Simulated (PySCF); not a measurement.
ZrSCl₂: breathing scan

All numbers come from B3LYP in PySCF with Zr def2-SVP with ECP28, S def2-SVP, Cl def2-SVP; scalar-relativistic core potentials, no spin–orbit coupling; density-fitted integrals.

Rigid scan from the singlet minimum (Zr–Cl 2.370 Å (×2), Zr–S 2.206 Å; Cl–Zr–Cl 120.6°, Cl–Zr–S 113.5° (×2)). Coordinate: all bonds to the central atom scaled together. Energies in kJ/mol from the minimum.

```json
{"scale of all bonds to the centre": "0.88", "E (kJ/mol)": "319.2", "dipole size (D)": "3.26"}
{"scale of all bonds to the centre": "0.92", "E (kJ/mol)": "125.1", "dipole size (D)": "3.35"}
{"scale of all bonds to the centre": "0.96", "E (kJ/mol)": "27.7", "dipole size (D)": "3.42"}
{"scale of all bonds to the centre": "1.00", "E (kJ/mol)": "0.0", "dipole size (D)": "3.48"}
{"scale of all bonds to the centre": "1.04", "E (kJ/mol)": "21.6", "dipole size (D)": "3.52"}
{"scale of all bonds to the centre": "1.08", "E (kJ/mol)": "77.3", "dipole size (D)": "3.56"}
{"scale of all bonds to the centre": "1.14", "E (kJ/mol)": "200.5", "dipole size (D)": "3.62"}
{"scale of all bonds to the centre": "1.22", "E (kJ/mol)": "401.1", "dipole size (D)": "3.72"}
{"scale of all bonds to the centre": "1.35", "E (kJ/mol)": "737.5", "dipole size (D)": "3.99"}
```

At long bonds a restricted determinant can lie too high, and another spin state can fall below this curve.

The scan took 12 s on 2 threads of a shared Arm Neoverse V2 host; the process peaked at 1 GiB.
